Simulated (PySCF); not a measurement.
Compound: Nb(NCO)4, C4N4NbO4 (doublet state).
Bonds: Nb1–N2, Nb1–N5, Nb1–N8, Nb1–N11, N2–C3, C3–O4, N5–C6, C6–O7, N8–C9, C9–O10, N11–C12, C12–O13.

The calculation used PBE0-D3(BJ)/def2-SVP geometry optimisation, gas phase, def2 core potentials past Kr (PySCF 2.14.0).

(1) How far are the bound atoms from Nb1?

(2) List the angles at Nb1.

(3) What is the shape at Nb1?

(4) What are the other bond lengths?

(5) Give some angles away from the centre.

Results:

(1) 4 atoms: N8 1.960 Å, N5 1.961 Å, N11 1.961 Å, N2 1.962 Å. The nearest atom not counted as bound is C9, at 3.17 Å (others tie with it).

(2) 
```json
{"angle": "N2–Nb1–N8", "degrees": "118.6", "distance of the outer atoms (Å)": "3.37"}
{"angle": "N5–Nb1–N11", "degrees": "118.3", "distance of the outer atoms (Å)": "3.37"}
{"angle": "N2–Nb1–N11", "degrees": "105.7", "distance of the outer atoms (Å)": "3.13"}
{"angle": "N2–Nb1–N5", "degrees": "105.2", "distance of the outer atoms (Å)": "3.12"}
{"angle": "N5–Nb1–N8", "degrees": "105.1", "distance of the outer atoms (Å)": "3.11"}
{"angle": "N8–Nb1–N11", "degrees": "104.7", "distance of the outer atoms (Å)": "3.10"}
```

(3) Distorted tetrahedral: angles from 104.7° to 118.6°; τ4 = (360° − α − β)/141° = 0.87 with α and β the two widest (0 for a square, 1 for a tetrahedron).

(4) N2–C3 and 3 like bonds 1.210 Å; C3–O4 and 3 like bonds 1.165 Å.

(5) Nb1–N2–C3 179.0°, N2–C3–O4 179.9°, Nb1–N8–C9 177.8°.

Point group: near D2d, missed by 0.19 Å at most; the miss may be what the optimiser left on a soft mode (Cs holds within 0.08 Å). Charge 0, doublet. ⟨S²⟩ = 0.755 (exact for a doublet: 0.75). PBE0-D3(BJ)/def2-SVP frequencies: not computed here.
